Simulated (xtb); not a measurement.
xtb input (GFN2-xTB):

```bash
xtb mol.xyz --gfn 2 --ohess tight --chrg 1 --uhf 0
```
mol.xyz:
```
12

Si    -0.14521513    -0.07879590     0.46540101
Br     0.05425458     0.17215321     2.68263487
N      1.49548493    -0.18494309    -0.26945576
N     -1.00068234     1.41076965    -0.18900596
N     -1.08177879    -1.49339434     0.07488007
H      1.31379535    -0.18990836    -1.32108775
H      1.99422532     0.72420396    -0.03868171
H     -1.04455722     1.29665957    -1.22523558
H     -0.41931332     2.22084591     0.05808238
H     -1.20225355    -1.53878549    -0.95373151
H     -2.02047951    -1.36363967     0.52731089
H      2.01951105    -0.94312598     0.10237483
```

End of the output:

```
   ------------------------------------------------------------------------

         :::::::::::::::::::::::::::::::::::::::::::::::::::::
         ::                  THERMODYNAMIC                  ::
         :::::::::::::::::::::::::::::::::::::::::::::::::::::
         :: total free energy         -17.760087922780 Eh   ::
         ::.................................................::
         :: total energy              -17.813310311368 Eh   ::
         :: zero point energy           0.088782388069 Eh   ::
         :: G(RRHO) w/o ZPVE           -0.035559999481 Eh   ::
         :: G(RRHO) contrib.            0.053222388588 Eh   ::
         :::::::::::::::::::::::::::::::::::::::::::::::::::::

optimized geometry written to: xtbopt.xyz

           -------------------------------------------------
          | TOTAL ENERGY              -17.813310311368 Eh   |
          | TOTAL ENTHALPY            -17.713865153754 Eh   |
          | TOTAL FREE ENERGY         -17.760087922780 Eh   |
          | GRADIENT NORM               0.000255119389 Eh/α |
          | HOMO-LUMO GAP               6.161037569063 eV   |
           -------------------------------------------------

------------------------------------------------------------------------
------------------------------------------------------------------------
Note: The following floating-point exceptions are signalling: IEEE_UNDERFLOW_FLAG IEEE_DENORMAL
normal termination of xtb
 total:
 SCF:
 ANC optimizer:
 analytical hessian:
```

It need not be the lowest isomer of its formula.
